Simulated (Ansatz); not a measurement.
Relaxed structures of SiH2TeS, singlet (PBE0-D4/def2-TZVP; forces vanish, vibrations not checked; lower isomers may exist, and structures with a doubtful reference or unclear bonds are left out; Å). Program: Ansatz 0.2.0. Basis: def2-TZVPP. Cores are frozen in the correlated methods. Filled d shells of the heavier atoms are correlated. Core potentials replace the inner electrons of the atoms past krypton. The def2 sets are not built for correlating such inner shells, so the correlated values are less sure here.

Question: Rank them by CCSD(T) energy, lowest first, and give each one's height above the lowest. Links in brackets join atoms within 1.22 times the sum of their covalent radii (1.1 for two metals). (An estimate is asked for; the value comes from the calculation.)
A.
a complex of SiTe + H₂S
```
5
angstrom
Si 0.5234 -1.7041 0.7073
S -0.9457 0.2254 -1.1647
Te 2.1408 -0.2981 1.5194
H -1.6872 0.6358 -0.1236
H 0.0498 1.0729 -0.8602
```
B.
SiH₂TeS ([SiH]1[SH][Te]1)
```
5
angstrom
Si -0.4248 0.1954 -0.4788
S -0.2131 -1.1506 1.4636
Te 1.8889 -0.6935 0.3630
H -0.1969 -0.1691 2.3867
H -0.3497 1.4283 0.4184
```
C.
SiH₂TeS ([SiH][S][TeH])
```
5
angstrom
Si -0.4293 0.4624 -0.4760
S 0.3690 -1.3874 0.1585
Te 2.7497 -1.0566 -0.0456
H -1.8247 -0.1423 -0.2854
H 2.9737 -0.8398 1.5856
```
D.
SiH₂TeS ([SiH2]1[S][Te]1)
```
5
angstrom
Si -0.2867 0.2242 -0.2440
S -0.0649 -0.7844 1.5854
Te 1.9339 -0.7350 0.1194
H -1.1565 -0.4005 -1.2639
H -0.4258 1.6957 -0.1969
```

Answer: The calculation gives: D (0.000 eV), A (0.962 eV), B (1.249 eV), C (1.444 eV). Heights count from the lowest.

T1 diagnostic: at most 0.018. The restricted Hartree–Fock reference is unstable towards an unrestricted one at one or more of these structures.

For scale, one of the runs: CCSD(T)/def2-TZVPP, 162 basis functions, launched by `ansatz run in.yaml --threads 2 --pin off --events-out ev --progress --plain --max-ram 4352MiB`. Time: 40 s of wall clock on 2 CPU threads of an Arm Neoverse V1; the host was shared. Peak host memory: 1.3 GiB.
